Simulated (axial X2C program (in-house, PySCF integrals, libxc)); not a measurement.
**Curves of CrCN from open-shell CI on d5 s0 p(π)0**

Calculated with an axial X2C code built on PySCF integrals: two-component X2C with atomic mean-field Coulomb and Gaunt terms, basis Cr dyall-v3z, C dyall-v3z, N dyall-av3z (cores contracted in-house). Orbitals come from Hartree–Fock averaged over the configuration Cr d5 s0 p(π)0; CI then distributes these electrons over the d, s, p(π) shells of Cr.

Scan along the Cr–C bond with CN moving as one mass, its bond held at 1.160 Å; masses Cr 51.941 u, C 12.000 u, N 14.003 u. Energies in cm⁻¹ from the lowest point; levels are followed by energy order within each Ω. Lowest level at 2.113 Å: 100% d5.

```
R (Å)  (1)Ω=1/2  (1)Ω=3/2  (1)Ω=5/2  (2)Ω=1/2  (2)Ω=3/2  (3)Ω=1/2  (4)Ω=1/2
1.965      1369      1370      1372     23173     23179     25368     25389
2.039       391       392       393     22678     22683     24423     24440
2.113         0         1         2     22643     22648     24041     24053
2.198        85        85        87     23093     23099     24151     24159
2.282       566       567       568     23892     23898     24682     24687
2.377      1433      1434      1435     25071     25077     25632     25636
2.493      2785      2785      2786     26743     26749     27111     27114
```

Fit the curves (1)Ω=1/2, (1)Ω=3/2, (1)Ω=5/2, (3)Ω=1/2, (4)Ω=1/2 near their minima.

From the open-shell CI curves, Te from the lowest:

```csv
level,Te (cm⁻¹),Re (Å),ωe (cm⁻¹)
(1)Ω=1/2,0,2.140,372.1
(1)Ω=3/2,1,2.140,372.1
(1)Ω=5/2,2,2.140,372.1
(3)Ω=1/2,24046,2.137,382.8
(4)Ω=1/2,24057,2.137,382.8
```

Without dynamic correlation distances can be off by several hundredths of an Å (long for ionic bonds, short for multiple bonds) and the wavenumbers are rough.

The 7 lowest curves are shown; the next is (3)Ω=3/2, from 24067 cm⁻¹.

Dynamic correlation is missing, so gaps between terms are too wide and other configurations may lie lower; the lowest level listed is that of this model, not necessarily the ground state. For d shells the ligand-field splittings (σ, π, δ) and their order can be off by a thousand cm⁻¹ or more. At most 4 roots were kept for each Ω > 0 (twice that for Ω = 0) within 3.2 eV of the lowest, so higher up levels can be missing between those listed; levels with Ω > 0 are doubly degenerate and listed once, Ω = 0 levels singly. Some active spinors are only partly of the character that their shell is named for, so the shell names and counts are nominal. States that fill the shells left empty in the average are placed too high. The molecule was held linear; bending was not examined.
